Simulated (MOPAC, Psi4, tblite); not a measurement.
Approach curve of the dimer CH4 ··· CH5N (SMILES C and CN), singlet. Monomers: optimised at B3LYP-D3(BJ) (def2-TZVP), held rigid. Orientation: lowest of the rigid-body minima from ten starts at GFN2-xTB. The monomers approach along the line of their centres of mass (distance R); nothing else relaxes.

PM6, restricted, heats of formation (MOPAC); GFN2-xTB (tblite); AM1, restricted, heats of formation (MOPAC); SAPT0/jun-cc-pVDZ, frozen core (Psi4).

Interaction energies in kJ/mol; the last columns give the difference from SAPT0:

| R / Å | PM6 | GFN2-xTB | AM1 | SAPT0/jun-cc-pVDZ | PM6 − SAPT0/jun-cc-pVDZ | GFN2-xTB − SAPT0/jun-cc-pVDZ | AM1 − SAPT0/jun-cc-pVDZ |
|---|---|---|---|---|---|---|---|
| 3.10 | 25.29 | 11.48 | 34.84 | 34.05 | -8.75 | -22.57 | 0.79 |
| 3.29 | 9.35 | -0.60 | 18.67 | 15.41 | -6.06 | -16.01 | 3.26 |
| 3.48 | 1.65 | -4.97 | 10.59 | 5.42 | -3.77 | -10.39 | 5.17 |
| 3.70 | -1.93 | -6.00 | 4.81 | -0.07 | -1.86 | -5.94 | 4.88 |
| 3.90 | -2.72 | -5.55 | 1.57 | -2.04 | -0.69 | -3.51 | 3.60 |
| 4.12 | -2.48 | -4.64 | 0.06 | -2.62 | 0.14 | -2.02 | 2.69 |
| 4.38 | -1.84 | -3.60 | -0.19 | -2.46 | 0.62 | -1.14 | 2.27 |
| 4.71 | -1.18 | -2.55 | -0.10 | -1.91 | 0.73 | -0.64 | 1.81 |
| 5.19 | -0.67 | -1.54 | -0.11 | -1.18 | 0.52 | -0.36 | 1.08 |
| 5.91 | -0.33 | -0.74 | -0.09 | -0.56 | 0.23 | -0.18 | 0.46 |
| 6.87 | -0.15 | -0.30 | -0.05 | -0.22 | 0.07 | -0.08 | 0.17 |
| 8.19 | -0.06 | -0.11 | -0.02 | -0.07 | 0.01 | -0.03 | 0.06 |

PM6 is furthest from SAPT0/jun-cc-pVDZ at 3.10 (-8.75 kJ/mol, below); its mean absolute difference over the points is 1.95 kJ/mol.

GFN2-xTB is furthest from SAPT0/jun-cc-pVDZ at 3.10 (-22.57 kJ/mol, below); its mean absolute difference over the points is 5.24 kJ/mol.

AM1 is furthest from SAPT0/jun-cc-pVDZ at 3.48 (5.17 kJ/mol, above); its mean absolute difference over the points is 2.19 kJ/mol.
